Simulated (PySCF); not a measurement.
Electron correlation in In³¹⁺ (indium, charge +31)

[Ar], closed-shell 1S. Calculation: PySCF 2.14, in an uncontracted even-tempered set (18 s from 4.7 bohr⁻², ratio 2.5; 12 p from 6.1 bohr⁻², ratio 2.5; 5 d from 29 bohr⁻², ratio 2.7; 4 f from 43 bohr⁻², ratio 2.7); the spin-free X2C one-electron Hamiltonian (Gaussian nucleus). Frozen: 1s2; 16 electrons correlated; the 21 highest virtual orbitals of each spin left out.

```
  level  correlation energy (mhartree)
   CCSD                        -638.40
    (T)                          -1.36
CCSD(T)                        -639.76
```

Diagnostics: T1 = 0.00040, D1 = 0.0009, largest double amplitude 0.017.

Question: Is a single reference adequate?

Answer: Yes, within this model without spin-orbit coupling: T1 lies below 0.03 and no double amplitude reaches 0.07.

At this charge the one-electron X2C treatment keeps the bare 1/r₁₂, with no two-electron picture change or Breit term. The effect here is smaller than on the frozen 1s shell; and a scalar Hamiltonian misses the large spin-orbit splitting of the p shells, which matters for ns² → np² pairs.
